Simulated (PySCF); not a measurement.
disiloxane (H₆OSi₂), singlet, geometry from GFN2-xTB. Base run: B3LYP/cc-pVDZ run with PySCF.

PySCF was given this input:
```python
from pyscf import gto, scf, dft

mol = gto.M(
    atom='''
Si    1.585546   -0.294653    0.093054
O    -0.003746   -0.028984   -0.031880
Si   -1.584141    0.305515   -0.081085
H     1.996361   -0.923911   -1.160282
H     2.222422    1.006205    0.290415
H     1.777237   -1.176698    1.242699
H    -2.213758   -0.474707    0.982498
H    -2.047572   -0.094735   -1.407977
H    -1.724385    1.743647    0.140125
''',
    basis='cc-pvdz',
    charge=0,
    spin=0,
    verbose=4,
)

mf = dft.RKS(mol)
mf.xc = 'b3lyp'
mf.kernel()
```

Variants of this job, named by their change:

```tsv
change	ΔE vs base (mEh)	fitting functions	dipole (D)
base	0.000	-	0.06
auxbasis = cc-pvdz-jkfit	-0.009	432	0.06
auxbasis = def2-svp-ri	-616.3	256	0.06
auxbasis = even-tempered beta=2.0	-0.004	610	0.06
only_dfj = on; auxbasis = def2-universal-jfit	-0.501	217	0.06
auxbasis = even-tempered beta=3.0	-1.159	431	0.06
exchange = seminumerical (SGX) (with mf = sgx.sgx_fit(mf, auxbasis='def2-universal-jfit'); with mf.with_df.dfj = True)	-0.503	217	0.06
auxbasis = def2-universal-jfit	686.2	217	0.06
auxbasis = default (with mf = mf.density_fit())	-0.009	432	0.06
auxbasis = def2-tzvp-ri	-30.684	392	0.06
```

A fitting set is made for a task (jfit for Coulomb, jkfit for Coulomb and exchange, ri for correlation) and for a family of orbital bases.
